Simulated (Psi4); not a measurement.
C$_{3}$H$_{7}$O, doublet, geometry from GFN2-xTB; MP2/6-31G* run with Psi4 1.11.

The Psi4 input:
```
memory 2 GB

molecule mol {
0 2
C     1.268255   -0.686968    0.054276
C     0.070854    0.067688   -0.355768
C    -1.220381   -0.705141    0.015714
O     0.035776    1.377536    0.162533
H     1.923796   -0.307139    0.812966
H     1.476189   -1.640382   -0.387285
H     0.061400    0.203094   -1.449141
H    -2.088076   -0.127157   -0.291308
H    -1.262361   -0.863778    1.091595
H    -1.234941   -1.668954   -0.483606
H     0.125418    1.330557    1.121190
}

set {
  basis 6-31g*
  reference uhf
  freeze_core true
  mp2_type conv
  scf_type pk
  puream true
  d_convergence 1e-8
}

energy('mp2')
print_variables()
```

Write the output that Psi4 gives for this input, abridged.


```
   => Loading Basis Set <=

    Name: 6-31G*
    Role: ORBITAL
    Keyword: BASIS

         ---------------------------------------------------------
                                   SCF
               by Justin Turney, Rob Parrish, Andy Simmonett
                          and Daniel G. A. Smith
                              UHF Reference
         ---------------------------------------------------------

  ==> Geometry <==

    Molecular point group: c1
    Full point group: C1

    Geometry (in Angstrom), charge = 0, multiplicity = 2:

       Center              X                  Y                   Z               Mass
    ------------   -----------------  -----------------  -----------------  -----------------
         C            1.251479616650    -0.738495915729     0.061252848884    12.000000000000
         C            0.054078616650     0.016160084271    -0.348791151116    12.000000000000
         C           -1.237156383350    -0.756668915729     0.022690848884    12.000000000000
         O            0.019000616650     1.326008084271     0.169509848884    15.994914619570
         H            1.907020616650    -0.358666915729     0.819942848884     1.007825032230
         H            1.459413616650    -1.691909915729    -0.380308151116     1.007825032230
         H            0.044624616650     0.151566084271    -1.442164151116     1.007825032230
         H           -2.104851383350    -0.178684915729    -0.284331151116     1.007825032230
         H           -1.279136383350    -0.915305915729     1.098571848884     1.007825032230
         H           -1.251716383350    -1.720481915729    -0.476629151116     1.007825032230
         H            0.108642616650     1.279029084271     1.128166848884     1.007825032230

  Running in c1 symmetry.

  Rotational constants: A =      0.29836  B =      0.28447  C =      0.16648 [cm^-1]
  Rotational constants: A =   8944.53048  B =   8528.33928  C =   4991.06235 [MHz]
  Nuclear repulsion =  127.005175876154709

  Charge       = 0
  Multiplicity = 2
  Electrons    = 33
  Nalpha       = 17
  Nbeta        = 16

  ==> Algorithm <==

  SCF Algorithm Type is PK.
  DIIS enabled.
  MOM disabled.
  Fractional occupation disabled.
  Guess Type is SAD.
  Energy threshold   = 1.00e-08
  Density threshold  = 1.00e-08
  Integral threshold = 1.00e-12

  ==> Primary Basis <==

  Basis Set: 6-31G*
    Blend: 6-31G*
    Number of shells: 38
    Number of basis functions: 70
    Number of Cartesian functions: 74
    Spherical Harmonics?: true
    Max angular momentum: 2

  ==> Integral Setup <==

  Using in-core PK algorithm.
   Calculation information:
      Number of atoms:                  11
      Number of AO shells:              38
      Number of primitives:             88
      Number of atomic orbitals:        74
      Number of basis functions:        70

      Integral cutoff                 1.00e-12
      Number of threads:                 1

  Performing in-core PK
  Using 6177710 doubles for integral storage.
  We computed 270033 shell quartets total.
  Whereas there are 274911 unique shell quartets.

  ==> DiskJK: Disk-Based J/K Matrices <==

    J tasked:                  Yes
    K tasked:                  Yes
    wK tasked:                  No
    Schwarz Cutoff:          1E-12

  Minimum eigenvalue in the overlap matrix is 5.2957788735E-03.
  Reciprocal condition number of the overlap matrix is 1.0295675212E-03.
    Using symmetric orthogonalization.

  ==> Pre-Iterations <==

  SCF Guess: Superposition of Atomic Densities via on-the-fly atomic UHF (no occupation information).

   -------------------------
    Irrep   Nso     Nmo
   -------------------------
     A         70      70
   -------------------------
    Total      70      70
   -------------------------

  ==> Iterations <==

                        Total Energy        Delta E     RMS |[F,P]|

   @UHF iter SAD:  -191.54899019005288   -1.91549e+02   0.00000e+00
   @UHF iter   1:  -192.35795542383426   -8.08965e-01   6.22261e-03 DIIS/ADIIS
   @UHF iter   2:  -192.45758731891630   -9.96319e-02   2.88016e-03 DIIS/ADIIS
   @UHF iter   3:  -192.47499977197526   -1.74125e-02   7.36335e-04 DIIS/ADIIS
   @UHF iter   4:  -192.47752608126225   -2.52631e-03   2.58549e-04 DIIS/ADIIS
   @UHF iter   5:  -192.47785599057227   -3.29909e-04   1.02024e-04 DIIS/ADIIS
   @UHF iter   6:  -192.47793884715207   -8.28566e-05   4.14941e-05 DIIS
   @UHF iter   7:  -192.47795251010882   -1.36630e-05   1.68134e-05 DIIS
   @UHF iter   8:  -192.47795486191393   -2.35181e-06   5.77968e-06 DIIS
   @UHF iter   9:  -192.47795515389578   -2.91982e-07   1.83076e-06 DIIS
   @UHF iter  10:  -192.47795518099076   -2.70950e-08   6.17869e-07 DIIS
   @UHF iter  11:  -192.47795518370091   -2.71015e-09   3.05476e-07 DIIS
   @UHF iter  12:  -192.47795518449075   -7.89839e-10   1.40333e-07 DIIS
   @UHF iter  13:  -192.47795518466631   -1.75561e-10   5.53680e-08 DIIS
   @UHF iter  14:  -192.47795518469539   -2.90754e-11   1.99780e-08 DIIS
   @UHF iter  15:  -192.47795518469903   -3.63798e-12   7.44348e-09 DIIS
  Energy and wave function converged.

  ==> Post-Iterations <==

   @Spin Contamination Metric:   1.258176797E-02
   @S^2 Expected:                7.500000000E-01
   @S^2 Observed:                7.625817680E-01
   @S   Expected:                5.000000000E-01
   @S   Observed:                5.000000000E-01

    Orbital Energies [Eh]
    ---------------------

    Alpha Occupied:

[...]
    Alpha Virtual:

[...]
    Beta Occupied:

[...]
      16A     -0.433649

    Beta Virtual:

[...]
    Final Occupation by Irrep:
              A
    DOCC [    16 ]
    SOCC [     1 ]
    NA   [    17 ]
    NB   [    16 ]

  @UHF Final Energy:  -192.47795518469903

   => Energetics <=

    Nuclear Repulsion Energy =            127.0051758761547092
    One-Electron Energy =                -512.9255672078526231
    Two-Electron Energy =                 193.4424361469989151
[...]
    Total Energy =                       -192.4779551846990273
  DIE_IF_NOT_CONVERGED          => (empty)
[...]
  FREEZE_CORE                   => TRUE            !
  FREEZE_CORE_POLICY            => (empty)
  FROZEN_DOCC                   => (empty)
  FROZEN_UOCC                   => (empty)
  INTEGRAL_PACKAGE              => (empty)
  IP_POLES                      => (empty)
  LEVEL_SHIFT                   => (empty)
  LITERAL_CFOUR                 => (empty)
  LS_THC_BASIS_TOLERANCE        => (empty)
  LS_THC_DF                     => (empty)
  LS_THC_PRUNING_SCHEME         => (empty)
  LS_THC_RADIAL_POINTS          => (empty)
  LS_THC_SPHERICAL_POINTS       => (empty)
  LS_THC_S_EPSILON              => (empty)
  LS_THC_WEIGHTS_TOLERANCE      => (empty)
  MAT_NUM_COLUMN_PRINT          => (empty)
  MAX_MOGRAD_CONVERGENCE        => (empty)
  MAX_RADIAL_MOMENT             => (empty)
  MBIS_D_CONVERGENCE            => (empty)
  MBIS_MAXITER                  => (empty)
  MBIS_PRUNING_SCHEME           => (empty)
  MBIS_RADIAL_POINTS            => (empty)
  MBIS_SPHERICAL_POINTS         => (empty)
  MOGRAD_DAMPING                => (empty)
  MOLDEN_WITH_VIRTUAL           => (empty)
  MO_MAXITER                    => (empty)
  MO_READ                       => (empty)
  MO_STEP_MAX                   => (empty)
  MO_WRITE                      => (empty)
  MP2_OS_SCALE                  => (empty)
  MP2_SOS_SCALE                 => (empty)
  MP2_SOS_SCALE2                => (empty)
  MP2_SS_SCALE                  => (empty)
  MP2_TYPE                      => CONV            !
  MP_TYPE                       => (empty)
  NAT_ORBS                      => (empty)
  NUM_FROZEN_DOCC               => (empty)
  NUM_FROZEN_UOCC               => (empty)
  NUM_GPUS                      => (empty)
  OCC_ORBS_PRINT                => (empty)
  OEPROP                        => (empty)
  OPT_METHOD                    => (empty)
  ORBITAL_OPTIMIZER_PACKAGE     => (empty)
  ORB_OPT                       => FALSE           !
  ORB_RESP_SOLVER               => (empty)
  ORTH_TYPE                     => (empty)
  OS_SCALE                      => (empty)
  PARENT_SYMMETRY               => (empty)
  PCG_BETA_TYPE                 => (empty)
  PCG_CONVERGENCE               => (empty)
  PCG_MAXITER                   => (empty)
  PCM                           => (empty)
  PE                            => (empty)
  PRINT                         => (empty)
  PRINT_NOONS                   => (empty)
  PROPERTIES                    => (empty)
  PROPERTIES_ORIGIN             => (empty)
  PUREAM                        => TRUE            !
  QC_MODULE                     => (empty)
  RAS1                          => (empty)
  RAS2                          => (empty)
  RAS3                          => (empty)
  RAS4                          => (empty)
  RELATIVISTIC                  => (empty)
  RELAXED                       => (empty)
  REMP_A                        => (empty)
  RESTRICTED_DOCC               => (empty)
  RESTRICTED_UOCC               => (empty)
  RMS_MOGRAD_CONVERGENCE        => (empty)
  R_CONVERGENCE                 => (empty)
  SCF_TYPE                      => PK              !
  SCREENING                     => (empty)
  SCS_TYPE                      => (empty)
  SOCC                          => (empty)
  SOS_TYPE                      => (empty)
  SPIN_SCALE_TYPE               => NONE            !
  SS_SCALE                      => (empty)
  SYMMETRIZE                    => (empty)
  TPDM_ABCD_TYPE                => (empty)
  WFN                           => (empty)
  WFN_TYPE                      => OMP2            !
  WRITER_FILE_LABEL             => (empty)
  ZORA_BASIS_TOLERANCE          => (empty)
  ZORA_NR_DEBUG                 => (empty)
  ZORA_PRUNING_SCHEME           => (empty)
  ZORA_RADIAL_POINTS            => (empty)
  ZORA_SPHERICAL_POINTS         => (empty)

 ==============================================================================
 ==============================================================================
 ==============================================================================

                             MP2
                    Program Written by Ugur Bozkaya,
              Additional Contributions by J. P. Misiewicz

 ==============================================================================
 ==============================================================================
 ==============================================================================

	MO spaces per irreps...

	IRREP   FC   AOCC  BOCC  AVIR    BVIR  FV
	==========================================
	   A     4    13    12    53     54     0
	==========================================

	Computing MP2 energy using SCF MOs (Canonical MP2)...
	==============================================================================
	Nuclear Repulsion Energy (a.u.)    :   127.00517587615471
	SCF Energy (a.u.)                  :  -192.47795518469903
	REF Energy (a.u.)                  :  -192.47795518469903
	Alpha-Alpha Contribution (a.u.)    :    -0.07193443958142
	Alpha-Beta Contribution (a.u.)     :    -0.40712578400395
	Beta-Beta Contribution (a.u.)      :    -0.06147584475828
	Scaled_SS Correlation Energy (a.u.):    -0.04447009477990
	Scaled_OS Correlation Energy (a.u.):    -0.48855094080474
	SCS-MP2 Total Energy (a.u.)        :  -193.01097622028365
	SOS-MP2 Total Energy (a.u.)        :  -193.00721870390416
	SCSN-MP2 Total Energy (a.u.)       :  -192.71275728513692
	SCS-MP2-VDW Total Energy (a.u.)    :  -193.06578133039392
	SOS-PI-MP2 Total Energy (a.u.)     :  -193.04793128230455
	MP2 Correlation Energy (a.u.)      :    -0.54053606834366
	MP2 Total Energy (a.u.)            :  -193.01849125304270
	==============================================================================

  Variable Map:
  ----------------------------------------------------------------------------
[...]
  Array Variable Map:
  ----------------------------------------------------------------------------
[...]
[...]
```
